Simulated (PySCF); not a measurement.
From one molecule to another.

First species: C9H14.
SMILES with atom numbers: `[CH2:1]=[CH:2][C:3]([CH:4]=[CH2:5])=[C:6]([CH3:7])[CH2:8][CH3:9]` (hydrogens: H10, H11 on C1; H12 on C2; H13 on C4; H14, H15 on C5; H16, H17, H18 on C7; H19, H20 on C8; H21, H22, H23 on C9)

Geometry (GFN2-xTB, Å), atoms numbered from 1 in this order:
```
atom  x, y, z in Å
C1     2.6261   -0.6504   -1.0498
C2     1.3403   -0.3251   -0.9904
C3     0.5711   -0.1624    0.2421
C4     1.3068    0.1727    1.4704
C5     2.2960    1.0511    1.5409
C6    -0.7680   -0.3129    0.2822
C7    -1.5439   -0.0695    1.5458
C8    -1.6003   -0.7142   -0.9050
C9    -2.1741    0.5120   -1.6208
H10    3.2135   -0.8307   -0.1654
H11    3.1360   -0.7552   -1.9926
H12    0.7999   -0.1735   -1.9146
H13    0.9838   -0.3404    2.3681
H14    2.6302    1.6003    0.6761
H15    2.8028    1.2626    2.4677
H16   -1.4545   -0.9254    2.2180
H17   -1.1801    0.8102    2.0729
H18   -2.5996    0.0694    1.3245
H19   -2.4267   -1.3394   -0.5574
H20   -1.0155   -1.3067   -1.6087
H21   -1.3719    1.1431   -1.9962
H22   -2.7969    0.2065   -2.4588
H23   -2.7797    1.1050   -0.9391
```

Second species: C8H15P.
SMILES: `CC1=CCP(C(C)C)C1`

Levels: PBE0/pcSseg-1 for HOMO energy, LUMO energy and HOMO–LUMO gap. Geometries: GFN2-xTB. Each structure is a single optimised conformer of the isolated species, non-relativistic unless stated. Electronic properties by PySCF.

The conformers computed, where there is a choice (atom-mapped SMILES and torsion angles):
- `[CH2:1]=[CH:2][C:3]([CH:4]=[CH2:5])=[C:6]([CH3:7])[CH2:8][CH3:9]`: C1–C2–C3–C4 24°, C2–C3–C4–C5 42°, C3–C6–C8–C9 -95°

The conformers of `CC1=CCP(C(C)C)C1` aren't listed.

| property | column X | column Y |
| --- | --- | --- |
| HOMO energy | -6.49 eV | -5.98 eV |
| LUMO energy | 0.56 eV | -0.66 eV |
| HOMO–LUMO gap | 7.05 eV | 5.32 eV |

Q: Which column belongs to which species?

A: Column X is the second species and column Y the first. The first has 23 atoms and 68 electrons, the second 24 and 78.

Q: How does each property change from the first species to the second?

A: HOMO energy -0.51 eV; LUMO energy +1.22 eV; HOMO–LUMO gap +1.73 eV.

